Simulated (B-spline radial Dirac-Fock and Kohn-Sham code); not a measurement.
## Photoemission from Ga³⁺ at 1240 eV, detector at θ = 30°, φ = 0°

System: the Ga³⁺ ion, 1s2 2s2 2p6 3s2 3p6 3d10. Model: Dirac-Hartree-Slater photoionisation with a Latter tail; cross sections with all multipoles, angular parameters from the dipole term and its interference with E2. Program: a radial atomic solver. Thresholds are orbital energies of the model. For linearly polarised light dσ/dΩ = σ/(4π) [1 + β P₂(cos θ) + (δ + γ cos²θ) sin θ cos φ], with θ from the polarisation vector and φ the angle between the beam and the projection of the electron momentum on the plane normal to the polarisation. The dipole factor is 1 + βP₂ and the non-dipole term is the rest of the bracket. Open shells are filled statistically over j.

Input file task.json (cfg lists n, l and occupation; rrms is the nuclear radius in fm):

```json
{"items": [{
  "Z": 31,
  "q": 3,
  "cfg": [[1, 0, 2], [2, 0, 2], [2, 1, 6], [3, 0, 2], [3, 1, 6], [3, 2, 10]],
  "A": 69,
  "rrms": 3.9973,
  "do": "xps",
  "hv": [58.8, 68.5, 75.5, 92.2, 100, 200, 266.0, 283.0, 341.0, 367.0, 482.0, 553.0, 919.0, 1000, 1010.0, 1050.0, 1240.0, 1750.0, 2984.4, 3140.0, 3170.0, 4000, 6000, 7870.0, 8047.8, 9720.0, 9990.0, 11100.0, 14100.0, 15000]
}]}
```

Run with: `python xray2_run.py task.json out`

```
subshell  threshold (eV)  σ (kb)     β      γ      δ  dipole factor  non-dipole term  dσ/dΩ (kb/sr)
   2p1/2          1185.2     243  0.93  -0.13  0.008          1.582           -0.046           29.7
   2p3/2          1156.7     473  1.02  -0.14  0.007          1.639           -0.049           59.8
      3s           192.7    21.4  2.00  -0.06  0.000          2.249           -0.024           3.79
   3p1/2           146.0    22.6  1.58   0.17  0.008          1.987           +0.069           3.70
   3p3/2           142.2    43.7  1.60   0.18  0.009          1.998           +0.072           7.20
   3d3/2           62.07    11.3  1.09   0.49  0.077          1.683           +0.222           1.71
   3d5/2           61.55    16.5  1.08   0.49  0.078          1.674           +0.221           2.49
```

Values without a named source are computed, but for edge energies of neutral atoms, which are taken from tables.
